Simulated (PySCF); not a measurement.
FH6NOSi2, SMILES O[SiH2]N[SiH2]F. Atoms are numbered in the order given.

```xyz
11

O     -2.1435     1.1708    -0.5459
Si    -1.5434    -0.0552     0.4090
N     -0.1041    -0.8065    -0.2380
Si     1.5389    -0.5526     0.2216
F      2.1745     0.7574    -0.5192
H     -1.5551     1.9147    -0.7240
H     -1.1431     0.4318     1.7582
H     -2.6497    -1.0390     0.4668
H     -0.2382    -1.3379    -1.0980
H      1.5996    -0.2815     1.6767
H      2.3561    -1.7158    -0.2030
```

Coordinates come from a B3LYP-D3(BJ)/def2-SVP optimisation. This is a generated structure with no PubChem entry under its InChIKey; it may be hypothetical. Other conformers were not sampled.

Two levels are set side by side: PBE/pcSseg-1 (PySCF) and B3LYP/pcSseg-1 (PySCF). GIAO shifts against CFCl3 (¹⁹F), H2O (¹⁷O), NH3 (¹⁵N), TMS (²⁹Si), TMS (¹H) at the same level; non-relativistic, no solvent, atoms listed together averaged. Differences are taken from unrounded values.

```json
[
 {"quantity": "δ(¹⁷O) of O1 (ppm)", "PBE": "72.1"},
 {"quantity": "δ(²⁹Si) of Si2 (ppm)", "PBE": "-27.2"},
 {"quantity": "δ(¹⁵N) of N3 (ppm)", "PBE": "84.5"},
 {"quantity": "δ(²⁹Si) of Si4 (ppm)", "PBE": "-18.6"},
 {"quantity": "δ(¹⁹F) of F5 (ppm)", "PBE": "-178.8"},
 {"quantity": "δ(¹H) of H6 (ppm)", "PBE": "1.80"},
 {"quantity": "δ(¹H) of H9 (ppm)", "PBE": "2.68"},
 {"quantity": "δ(¹H) of H10, H11 (ppm)", "PBE": "5.30"}
]
```

Task: These are the PBE values. What does B3LYP give? (Estimate from the structure and the level; the computed values follow.)

Result: 
```csv
quantity,B3LYP,PBE minus B3LYP
δ(¹⁷O) of O1 (ppm),64.3,7.8
δ(²⁹Si) of Si2 (ppm),-32.1,4.9
δ(¹⁵N) of N3 (ppm),77.7,6.9
δ(²⁹Si) of Si4 (ppm),-24.5,5.9
δ(¹⁹F) of F5 (ppm),-165.5,-13.2
δ(¹H) of H6 (ppm),1.87,-0.07
δ(¹H) of H9 (ppm),2.45,0.23
"δ(¹H) of H10, H11 (ppm)",5.00,0.30
```

Rough cost on one machine, each run with all the roots and properties that it gave: B3LYP against PBE within a factor of 2.
